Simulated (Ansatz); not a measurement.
The cluster In₂N₃⁻, relaxed as a singlet with RKS PBE0-D4/def2-SVPD in Ansatz, starting from the GFN1-xTB geometry. Force threshold 0.02 eV/Å.

In the def2 sets In takes a core potential; there is no spin–orbit coupling. The restricted singlet is unstable towards broken spin symmetry in Hartree–Fock (as tested in another run); at PBE0-D4/def2-SVPD this wasn't settled. Another isomer (quintet) lies 6.37 eV lower at PBE0-D4/def2-TZVPD; other spin states weren't run for this one.

Start:

```xyz
5

In   -0.617    0.645    0.597
In    1.446   -1.124   -0.549
N    -2.339    1.193   -0.501
N    -0.086   -1.738    0.844
N     1.595    1.024   -0.391
```

```
step  energy (eV)  largest force component (eV/Å)  SCF passes
   1  -14799.2927                           2.476          32
   2  -14800.0320                           0.961          53
   3  -14800.4259                           0.726          50
   4  -14800.6720                           0.495          39
   5  -14800.7234                           0.909          38
   6  -14800.7729                           0.118          39
   7  -14800.7757                           0.037          34
   8  -14800.7758                           0.002          23
```

Force components are those of the run's own axes.

End:

| atom | x (Å) | y (Å) | z (Å) |
| --- | --- | --- | --- |
| In1 | -0.630 | 0.379 | -0.009 |
| In2 | 1.718 | -1.033 | 0.024 |
| N3 | -2.323 | 1.397 | -0.032 |
| N4 | -0.169 | -1.667 | 0.587 |
| N5 | 1.404 | 0.924 | -0.570 |

By distances, no bond broke or formed. The bond that changes most is In1–N4, from 2.45 to 2.18 Å (atoms count from 1).

No frequencies were taken in this run, so the end may be a saddle point.

Hardware: 4 threads of Arm Neoverse V1 on a shared host. Wall time 19 s.
